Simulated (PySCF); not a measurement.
Isomers of C6H13OP, mass 132.070 u with the commonest isotopes. Computed with PBE0/pcSseg-1 in PySCF (dipole) on a GFN2-xTB geometry, gas phase. One conformer each, none proved a minimum here; rigid rotors.

**Question.** Order these by out-of-plane moment Σ m c² = (Ia + Ib − Ic)/2, smallest first.
A. `[CH3:1][CH:2]([CH3:3])[P@@H:4](=[O:5])[CH:6]1[CH2:7][CH2:8]1` with C1–C2–P4–O5 -59°, C2–P4–C6–C7 -102°
B. `[CH3:1][P:2]1(=[O:3])[CH2:4][CH2:5][CH2:6][CH2:7][CH2:8]1` with C1–P2–C4–C5 66°, P2–C4–C5–C6 57°, C4–C5–C6–C7 -66°, C5–C6–C7–C8 66°
C. `[CH3:1][O:2]/[CH:3]=[P:4]/[C:5]([CH3:6])([CH3:7])[CH3:8]` with C1–O2–C3–P4 180°
D. `[CH3:1][C@@H:2]1[CH2:3][CH2:4][CH2:5][P@@:6]1([CH3:7])=[O:8]` with C1–C2–C3–C4 -167°, C2–C3–C4–C5 51°, C3–C4–C5–P6 -35°, C4–C5–P6–C7 121°

**Answer.** A (52.49 u·Å²), C (57.11 u·Å²), D (72.31 u·Å²), B (77.13 u·Å²).

**Question.** Order these by radius of gyration √(Σ m r²/M), smallest first.
A. `[CH3:1][P:2]1(=[O:3])[CH2:4][CH2:5][CH2:6][CH2:7][CH2:8]1` with C1–P2–C4–C5 66°, P2–C4–C5–C6 57°, C4–C5–C6–C7 -66°, C5–C6–C7–C8 66°
B. `[CH3:1][C@@H:2]1[CH2:3][CH2:4][CH2:5][P@@:6]1([CH3:7])=[O:8]` with C1–C2–C3–C4 -167°, C2–C3–C4–C5 51°, C3–C4–C5–P6 -35°, C4–C5–P6–C7 121°
C. `[CH3:1][CH:2]([CH3:3])[P@@H:4](=[O:5])[CH:6]1[CH2:7][CH2:8]1` with C1–C2–P4–O5 -59°, C2–P4–C6–C7 -102°
D. `[CH3:1][O:2]/[CH:3]=[P:4]/[C:5]([CH3:6])([CH3:7])[CH3:8]` with C1–O2–C3–P4 180°

**Answer.** B (1.871 Å), A (1.890 Å), C (2.036 Å), D (2.278 Å).

**Question.** Order these by rotational constant C, largest first.
A. `[CH3:1][C@@H:2]1[CH2:3][CH2:4][CH2:5][P@@:6]1([CH3:7])=[O:8]` with C1–C2–C3–C4 -167°, C2–C3–C4–C5 51°, C3–C4–C5–P6 -35°, C4–C5–P6–C7 121°
B. `[CH3:1][CH:2]([CH3:3])[P@@H:4](=[O:5])[CH:6]1[CH2:7][CH2:8]1` with C1–C2–P4–O5 -59°, C2–P4–C6–C7 -102°
C. `[CH3:1][O:2]/[CH:3]=[P:4]/[C:5]([CH3:6])([CH3:7])[CH3:8]` with C1–O2–C3–P4 180°

**Answer.** A (1296 MHz), B (1021 MHz), C (804.3 MHz).

| SMILES | point group | Ia (u·Å²) | Ib (u·Å²) | Ic (u·Å²) | κ | μa (D) | μb (D) | μc (D) |
| --- | --- | --- | --- | --- | --- | --- | --- | --- |
| CC(C)[P@@H](=O)C1CC1 | C1 | 158.23 | 441.66 | 494.92 | -0.89 | 0.07 | 2.25 | 2.92 |
| C[C@@H]1CCC[P@@]1(C)=O | C1 | 249.42 | 285.18 | 389.98 | 0.30 | 2.90 | 0.70 | 2.94 |
| CP1(=O)CCCCC1 | Cs | 194.38 | 354.53 | 394.65 | -0.78 | 3.84 | 0.00 | 2.28 |
| CO/C=P/C(C)(C)C | Cs | 148.08 | 594.51 | 628.36 | -0.96 | 0.87 | 2.81 | 0.00 |
